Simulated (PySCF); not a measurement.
# Threshold energies of InH in a plasma

r²SCAN in PySCF with def2-TZVPPD on every atom (core potentials on In), for the lowest determinant that a PBE0 search found; no spin–orbit coupling.

| species | state (unpaired electrons) | Re (Å) | ωe (cm⁻¹) | energy of the minimum from the neutral (eV) | De (eV) | dissociates to |
| --- | --- | --- | --- | --- | --- | --- |
| InH | singlet (closed shell) | 1.848 | 1457 | 0.00 | 2.69 | In + H |
| InH⁺ | doublet (σ ↑) | 1.855 | 1052 | 7.89 | 0.51 | In⁺ + H |

Task: Work out the lowest energy to break InH into atoms, from its vibrational ground state.

Result: D0 = De − ωe/2 = 2.69 − 0.09 = 2.60 eV (r²SCAN/def2-TZVPPD).

Task: Work out the ionisation energy of the In atom at this level and the threshold of dissociative ionisation.

Result: IE(In) = 7.89 + 0.51 − 2.69 = 5.71 eV, so In⁺ + H + e⁻ appears at D0 + IE(In) = 8.31 eV (r²SCAN/def2-TZVPPD). The measured IE(In) is 5.786 eV (NIST ASD).

These are thermodynamic thresholds; the onsets seen under electron impact lie higher where the geometry changes, and cross-sections peak well above them.

These are scalar-relativistic numbers at best; spin–orbit coupling would shift them, the dissociation energy most. For an ion De counts to the pair picked by the measured ionisation energies or electron affinities, which need not be the lowest pair at this level. States were picked by a PBE0 search and need not be the measured ground states.
